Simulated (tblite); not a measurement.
C6H5O2 (doublet state).
SMILES with atom numbers: `[OH:1][c:2]1[c:3][cH:4][cH:5][cH:6][c:7]1[OH:8]` (hydrogens: H9 on O1; H10 on C4; H11 on C5; H12 on C6; H13 on O8)

Computed geometry: GFN2-xTB, gas phase. This method treats the open shell by occupation alone, without spin polarisation.

Problem. Give the optimised bond lengths and angles.

Solution. 
```json
{"bond": "O1–C2", "length (Å)": "1.376", "order": "single"}
{"bond": "C2–C3", "length (Å)": "1.363", "order": "aromatic"}
{"bond": "C3–C4", "length (Å)": "1.363", "order": "aromatic"}
{"bond": "C4–C5", "length (Å)": "1.393", "order": "aromatic"}
{"bond": "C5–C6", "length (Å)": "1.383", "order": "aromatic"}
{"bond": "C6–C7", "length (Å)": "1.386", "order": "aromatic"}
{"bond": "C7–O8", "length (Å)": "1.356", "order": "single"}
{"bond": "C2–C7", "length (Å)": "1.412", "order": "aromatic"}
{"bond": "O1–H9", "length (Å)": "0.963", "order": "single"}
{"bond": "C4–H10", "length (Å)": "1.078", "order": "single"}
{"bond": "C5–H11", "length (Å)": "1.079", "order": "single"}
{"bond": "C6–H12", "length (Å)": "1.078", "order": "single"}
{"bond": "O8–H13", "length (Å)": "0.967", "order": "single"}
```

Orders are formal, as drawn. A selection of angles:
```json
{"angle": "O1–C2–C3", "degrees": "125.7"}
{"angle": "O1–C2–C7", "degrees": "116.9"}
{"angle": "C3–C2–C7", "degrees": "117.5"}
{"angle": "C2–C3–C4", "degrees": "124.9"}
{"angle": "C3–C4–C5", "degrees": "117.3"}
{"angle": "C4–C5–C6", "degrees": "120.3"}
{"angle": "C5–C6–C7", "degrees": "120.9"}
{"angle": "C6–C7–O8", "degrees": "121.1"}
{"angle": "C2–C7–C6", "degrees": "119.2"}
{"angle": "C2–C7–O8", "degrees": "119.8"}
{"angle": "H9–O1–C2", "degrees": "108.7"}
{"angle": "H13–O8–C7", "degrees": "108.0"}
```

Torsions: H9–O1–C2–C3 0° (synperiplanar); H13–O8–C7–C6 180° (antiperiplanar).

C3 (carbon bonded to 2 C) is bent (angle 124.9°). C6 (carbon bonded to 2 C and H) is planar (angles 120.9°, 120.9° and 118.2°, sum 360.0°, 0.00 Å off the plane of its three neighbours). C7 (carbon bonded to 2 C and O) is planar (angles 121.1°, 119.8° and 119.2°, sum 360.0°, 0.00 Å off the plane of its three neighbours). O8 (oxygen bonded to C and H) is bent (angle 108.0°). The 8 heavy atoms lie in one plane (0.001 Å rms). C5 (carbon bonded to 2 C and H) is planar (angles 120.3°, 120.2° and 119.5°, sum 360.0°, 0.00 Å off the plane of its three neighbours). The C–C distances run from 1.363 Å (C3–C4, aromatic) to 1.412 Å (C2–C7, aromatic), a spread of 0.049 Å.

Point group: Cs (every atom within 0.08 Å of its image). Its GFN2-xTB frequencies are all real (lowest 166 cm⁻¹). Torsions: H–O1–C2–C3 0°, C6–C7–O8–H 180°. 2 starts were optimised and ended at 0.00 and 4.44 kcal/mol (GFN2-xTB); the lowest of these is shown.

One conformer stands for the species.
